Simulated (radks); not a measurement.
Results of a calculation; reference values are marked as such.
Task: These are the eigenvalues of the occupied orbitals of an atom or ion with whole-number occupations (Ry). Level of theory: Dirac Kohn-Sham, exchange-only PBE, spin-unpolarised, spherical densities, finite nucleus; Fermi nuclear charge, rms radius of each element as measured or else 0.836 A^(1/3) + 0.57 fm (a radial shooting solver on a logarithmic mesh with Libxc functionals).

| orbital | eigenvalue |
|---|---|
| 1s1/2 | -2980.251 |
| 2s1/2 | -496.3370 |
| 2p1/2 | -469.9692 |
| 2p3/2 | -437.1276 |
| 3s1/2 | -124.4055 |
| 3p1/2 | -113.2505 |
| 3p3/2 | -106.7609 |
| 3d3/2 | -87.29369 |
| 3d5/2 | -85.89587 |
| 4s1/2 | -41.62419 |
| 4p1/2 | -37.37656 |
| 4p3/2 | -35.84999 |
| 4d3/2 | -28.78681 |
| 4d5/2 | -28.49645 |

Which element is it, and in what charge state? The configuration may be excited. Open shells, if any, fill j = l - 1/2 first.

Result: Z = 58, cerium, charge +15: Ce15+ in [Kr] 4d7. The list shows which subshells hold electrons but not how many an open one holds; the 1s level, -1490.1 hartree, gives Z - s = 54.6 by -(Z - s)^2/2, which with screening and relativity narrows Z to a few neighbours, and the depths of the outer levels then fix element, charge and occupations together.
